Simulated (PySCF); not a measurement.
Geometry:
```csv
atom,x (Å),y (Å),z (Å)
C1,3.366,-0.449,-0.176
C2,2.208,0.042,-0.589
Si3,1.286,1.459,0.236
C4,-0.504,0.868,0.490
F5,-1.390,1.859,0.731
C6,-0.952,-0.396,0.460
C7,-2.284,-0.766,0.656
C8,-3.453,-1.049,0.825
C9,-4.752,-1.396,1.008
N10,-5.853,-1.693,1.161
H11,3.862,-0.069,0.702
H12,3.876,-1.251,-0.689
H13,1.767,-0.382,-1.486
H14,1.843,1.782,1.552
H15,1.214,2.639,-0.629
H16,-0.242,-1.189,0.271
```

Theory: shielding tensors at PBE0/pcSseg-1 (GIAO), geometry: GFN2-xTB, in PySCF 2.14.0 with density-fitted response routines (one averaged value for each set of equivalent atoms, single conformer, gas phase, relativity neglected).

Chemical shifts δ = σref − σ; TMS for ¹³C (σ = 186.93 ppm), ¹H (σ = 31.72 ppm), ²⁹Si (σ = 349.16 ppm); ¹⁹F (σ = 170.95 ppm) against CFCl3; ¹⁵N (σ = 267.73 ppm) against NH3, all at this level.

```tsv
atoms	nucleus	count	δ (ppm)
C4	¹³C	1	199.4
C1	¹³C	1	149.7
C9	¹³C	1	?
C8	¹³C	1	83.5
C6	¹³C	1	?
H11	¹H	1	6.46
H13	¹H	1	6.32
H16	¹H	1	?
C2	¹³C	1	135.2
Si3	²⁹Si	1	-52.6
H12	¹H	1	6.72
C7	¹³C	1	76.8
H14/H15	¹H	2	4.76
F5	¹⁹F	1	?
N10	¹⁵N	1	?
```

Complete the table.

Answers


- C9: 111.5 ppm, nitrile carbon; typical of a nitrile
- C6: 106.8 ppm, alkene CH; an sp2 carbon of a C=C bond
- H16: 5.41 ppm, hydrogen on an alkene CH; olefinic region
- F5: -61.1 ppm, vinylic fluorine
- N10: 322.3 ppm, nitrile nitrogen

Shifts are as computed. Against solution values, carbons near 30 ppm lie about +3 ppm off and those near 130 ppm about +5 ppm. Of 1211 compounds with measured shifts, 218 miss one by over three times the rms of a fit or turn the order of signals round; such compounds aren't used in these exercises. Unscaled 19F shifts against computed CFCl3 carry errors that often reach 10 to 50 ppm. Experimental scales use liquid or dissolved standards, which lie at an offset from isolated NH3 (liquid NH3: subtract about 20 ppm). Unscaled 15N shifts of sp2 nitrogen come out 20 to 40 ppm too high even then.
